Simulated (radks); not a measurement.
Results of a calculation; reference values are marked as such.
Cs3+, configuration [Kr] 4d8 5s2 5p4 5d2 (not the ground configuration).

Code: a radial shooting solver on a logarithmic mesh with Libxc functionals. Model: scalar-relativistic Kohn-Sham, OLYP, spin-polarised, spherical densities, point nucleus; open shells are filled with parallel spins first (spin-orbit coupling, left out, can overturn this in heavy ions).

Energy parts (hartree):
part                       energy
total                  -7781.0784
kinetic                 8199.2264
electron-nucleus      -18733.3723
Hartree                 2946.0000
exchange-correlation    -192.9325

Orbitals (lengths in bohr, moments of r in powers of bohr):
orbital,occ.,eigenvalue (hartree),<r>,<1/r>
1s up,1,-1317.669,0.02611,59.39
1s down,1,-1317.663,0.02611,59.39
2s up,1,-208.7115,0.1121,13.64
2s down,1,-208.6714,0.1121,13.65
2p up,3,-187.4731,0.09820,13.00
2p down,3,-187.4393,0.09820,13.00
3s up,1,-45.07880,0.2988,4.922
3s down,1,-45.05458,0.2987,4.923
3p up,3,-38.24722,0.2967,4.674
3p down,3,-38.21957,0.2966,4.675
3d up,5,-28.24786,0.2730,4.431
3d down,5,-28.20939,0.2729,4.432
4s up,1,-10.08424,0.6864,2.044
4s down,1,-9.97411,0.6868,2.042
4p up,3,-7.86571,0.7265,1.890
4p down,3,-7.75742,0.7269,1.888
4d up,5,-4.61989,0.8041,1.644
4d down,3,-4.51226,0.8041,1.643
5s up,1,-2.34673,1.577,0.8397
5s down,1,-2.21584,1.576,0.8432
5p up,3,-1.75292,1.772,0.7383
5p down,1,-1.62120,1.790,0.7346
4f up,0,-1.24404,1.106,1.151
4f down,0,-1.13312,1.102,1.157
5d up,2,-0.96446,2.292,0.5636
5d down,0,-0.86398,2.457,0.5261
6s up,0,-0.77962,3.452,0.3764
6s down,0,-0.76625,3.521,0.3610

The highest occupied level is 5d up at -26.244 eV. The configuration is held as typed, so some empty levels lie below it. Summed over all electrons, <r^2> = 44.09 bohr^2, which gives a Langevin (diamagnetic) susceptibility term of -34.9 x 10^-6 cm^3/mol. Spin moment in Bohr magnetons: 6. The density falls to 0.001 e/bohr^3 at r = 3.87 bohr.

Run on one thread of a shared host, so times are rough (Arm Neoverse N1): 0.34 s of CPU time, 0.34 s wall, 14 iterations on 2546 mesh points.
